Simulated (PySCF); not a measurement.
F²⁺ (fluorine, charge +2): UHF calculation

Configuration: [He] 2s1 2p4, high-spin 4P determinant (an excited configuration). Computed with PySCF 2.14 in aug-cc-pVTZ-DK (5s4p3d2f, 46 functions), with scalar relativity by spin-free X2C-1e.

```
Total energy                                                  : -96.994510 hartree
One-electron energy                                           : -125.6773 hartree
Hartree (Coulomb) energy                                      : 37.8846 hartree
Exchange energy                                               : -9.2018 hartree
⟨S²⟩                                                          : 3.7530
⟨L²⟩                                                          : 2.004
Sum of ⟨r⟩                                                    : 4.839 bohr
Sum of ⟨r²⟩                                                   : 5.076 bohr²
Traceless quadrupole moment −½Σ⟨3z² − r²⟩ along its main axis : -0.423 e·bohr²
Langevin diamagnetic susceptibility                           : -4.02 ×10⁻⁶ cm³/mol
```

| shell | electrons | mean orbital energy (eV) | spread (eV) | rms radius, mean of both spins (bohr) |
| --- | --- | --- | --- | --- |
| 1s α | 1 | -766.91 | 0 | 0.204 |
| 1s β | 1 | -760.70 | 0 | 0.204 |
| 2s α | 1 | -88.263 | 0 | 0.982 |
| 2p α | 3 | -63.563 | 3.322 | 1.00 |
| 2p β | 1 | -52.297 | 0 | 1.00 |

Spin-orbit constants ζ (cm⁻¹) from the X2C one-electron operator on these orbitals: bare nucleus, nucleus screened by l(l+1)(2l+1)/3 electrons, and screened by the Breit-Pauli mean field of the electrons.

```csv
shell,bare,screened nucleus,mean field
2p,538.7,419.0,369.3
```

To first order the Landé constant is A = -123.1 cm⁻¹, so the lowest level has J = 5/2 and lies 0.0229 eV below the centre of the term. This holds in LS coupling only.
